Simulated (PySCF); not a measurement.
Run record: geometry optimisation, [WS(SH)4]- (`[S]=[W-]([SH])([SH])([SH])[SH]`) [radical].

Computed with PBE0-D3(BJ)/def2-SVP geometry optimisation, gas phase, def2 core potentials past Kr (PySCF 2.14.0). Start geometry: GFN2-xTB. The input is one job of a driver script: a line of settings, then coordinates in Å.

Input:
```
{"job": {"xc": "PBE0", "basis": "def2-SVP", "d3": "d3bj", "grid": 1, "maxiter": 30, "shake": 0.03, "kind": "geom"}, "charge": -1, "multiplicity": 2}
W      0.436870     0.013610     0.242000
S      1.144820    -1.200960     1.824590
S      2.135190     0.674930    -1.268890
H      2.338830    -0.392450    -2.027150
S      0.561070     2.342310     1.007210
H     -0.504700     2.426500     1.828630
S     -1.964530     0.354550     0.695710
H     -2.496370    -0.685050     0.090820
S     -0.237120    -1.488630    -1.456160
H     -1.289390    -2.121560    -0.932350
```

Output:
```
step   0  E = -2059.41164738  max force = 0.026476
step   1  E = -2059.41647651  max force = 0.007347
step   2  E = -2059.41700613  max force = 0.002250
step   3  E = -2059.41710879  max force = 0.000867
step   4  E = -2059.41714841  max force = 0.001257
step   5  E = -2059.41717505  max force = 0.001229
step   6  E = -2059.41718276  max force = 0.000750
step   7  E = -2059.41719307  max force = 0.000643
step   8  E = -2059.41720798  max force = 0.001164
step   9  E = -2059.41723376  max force = 0.001811
step  10  E = -2059.41728287  max force = 0.002099
step  11  E = -2059.41736681  max force = 0.001341
step  12  E = -2059.41743228  max force = 0.000915
step  13  E = -2059.41746077  max force = 0.000863
step  14  E = -2059.41747441  max force = 0.000765
step  15  E = -2059.41747868  max force = 0.000337
optimisation converged
```

Energies in Eh; «max force» is the largest Cartesian gradient component in Eh/bohr.

**Question.** Give the first gradient maximum in eV/Å.

**Answer.** With 1 Eh/bohr = 51.422 eV/Å, 1.361 eV/Å.

**Question.** How much energy does the optimisation release, in eV?

**Answer.** E(step 0) − E(last step) = 0.005831 Eh, which is 0.159 eV.

Summary of the converged run: final energy -2059.41748 Eh after 15 steps.

**Question.** Where do the atoms end?

**Answer.** 0.147 Å rms from the input after alignment:
```
atom  x, y, z in Å
W1     0.3538   -0.0117    0.3322
S2     1.0583   -1.4087    1.7895
S3     2.2313    0.9282   -0.8572
H4     2.5982   -0.1647   -1.5689
S5     0.3448    2.2052    1.2864
H6    -0.9384    2.2926    1.7110
S7    -2.0378    0.1921    0.5702
H8    -2.4766   -0.8665   -0.1507
S9     0.0279   -1.2378   -1.7223
H10   -1.0369   -2.0055   -1.3858
```

**Question.** How long does this job take on one thread of an AMD EPYC 9R45, shared host with 96 logical CPUs at a one-minute load of 15? And the peak memory of the process?

**Answer.** About 3.3 min, with 0.69 GiB resident at the peak, the Python interpreter and its libraries included.
Labels such as C1 count atoms from 1, the log's own numbers from 0.
